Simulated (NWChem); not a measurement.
ZnH2O2 cation, doublet; SMILES of the neutral closed-shell parent [OH][Zn][OH]

```xyz
5

Zn     0.0000     0.0000     0.0315
O     -1.7966     0.0000    -0.1407
H     -2.3842     0.0000     0.6533
O      1.7966     0.0000    -0.1407
H      2.3842     0.0000     0.6533
```
Atoms are numbered in this order, from 1.

Results from NWChem. Spin-unrestricted. Medium grid unless said otherwise, to which SCAN and Minnesota functionals are sensitive. In the optimisation the excess spin sits in a2 (C2v, its own frame). Geometry: optimised at PBE-D3(BJ)/def2-SVP, spin-unrestricted. The spin multiplicity was typed, not searched, and may not be the lowest. No stability test was run on the SCF state. B3LYP is NWChem's, with the RPA form of VWN correlation.

Q: Order these by “lowest empty minus highest occupied level, either spin (eV)”, lowest first: KT2/def2-SVP; LC-BLYP (range parameter 0.33 per bohr)/def2-SVP; B3LYP/def2-SVP.

A: KT2/def2-SVP (0.58), B3LYP/def2-SVP (1.47), LC-BLYP (range parameter 0.33 per bohr)/def2-SVP (5.00)
